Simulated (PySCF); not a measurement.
**TDDFT excited states: C4H4F2O3**

Species: C4H4F2O3.
Atom-mapped SMILES: `[CH3:1][C:2](=[O:3])[O:4][C:5](=[O:6])[CH:7]([F:8])[F:9]` (hydrogens: H10, H11, H12 on C1; H13 on C7)

Method used: TDDFT PBE0/def2-SVPD, vertical, gas phase, core orbitals frozen in the response (PySCF 2.14.0, density-fitted response routines). The structure is a single GFN2-xTB conformer in the gas phase; no vibrational or solvent corrections. Torsions of this conformer, `[CH3:1][C:2](=[O:3])[O:4][C:5](=[O:6])[CH:7]([F:8])[F:9]`: C1–C2–O4–C5 -168°, C2–O4–C5–O6 7°, O4–C5–C7–F8 -133°.

```json
{"state": "S1", "E (eV)": "4.79", "λ (nm)": "259.0", "ν̃ (cm⁻¹)": "38600", "f": "0.0021", "main configurations (H = HOMO, L = LUMO)": "H→L (95%)"}
{"state": "S2", "E (eV)": "5.61", "λ (nm)": "221.0", "ν̃ (cm⁻¹)": "45240", "f": "0.0001", "main configurations (H = HOMO, L = LUMO)": "H-1→L (74%), H→L+1 (22%)"}
{"state": "S3", "E (eV)": "6.80", "λ (nm)": "182.4", "ν̃ (cm⁻¹)": "54820", "f": "0.0010", "main configurations (H = HOMO, L = LUMO)": "H→L+1 (71%), H-1→L (23%)"}
{"state": "S4", "E (eV)": "7.44", "λ (nm)": "166.7", "ν̃ (cm⁻¹)": "60000", "f": "0.044", "main configurations (H = HOMO, L = LUMO)": "H-2→L (62%), H-1→L+1 (21%)"}
{"state": "S5", "E (eV)": "7.62", "λ (nm)": "162.7", "ν̃ (cm⁻¹)": "61450", "f": "0.0032", "main configurations (H = HOMO, L = LUMO)": "H-1→L+1 (45%), H→L+2 (31%)"}
{"state": "S6", "E (eV)": "7.75", "λ (nm)": "159.9", "ν̃ (cm⁻¹)": "62540", "f": "0.156", "main configurations (H = HOMO, L = LUMO)": "H→L+2 (56%), H-2→L (23%), H-1→L+1 (12%)"}
```

Triplets, Tamm–Dancoff:

```csv
state,E (eV),λ (nm),"main configurations (H = HOMO, L = LUMO)"
T1,4.29,289.1,H→L (91%)
T2,5.03,246.3,"H-1→L (65%), H→L+1 (29%)"
```

The lowest singlet comes at 259 nm (462 kJ/mol) in the ultraviolet; it is very weak; its leading configuration is HOMO→LUMO (95%). The strongest level in the table is S6 at 7.75 eV (160 nm, f = 0.156). It is the last of those listed, so stronger ones may follow. Löwdin shares by element: HOMO oxygen 70%, carbon 7% or more (atoms not listed hold the other 23%); LUMO carbon 39% or more, oxygen 36% or more (atoms not listed hold the other 25%). Of the 6 states listed, 2 reach f = 0.01 and 1 stays under 0.0005. The listed states span 2.97 eV, and the widest gap between neighbours is 1.19 eV (S2 to S3). The oscillator strengths of these states sum to 0.206; summed over the whole spectrum of an exact calculation they would give the number of electrons, 70 (Thomas–Reiche–Kuhn). Singlets were solved by full linear response, triplets in the Tamm–Dancoff approximation.
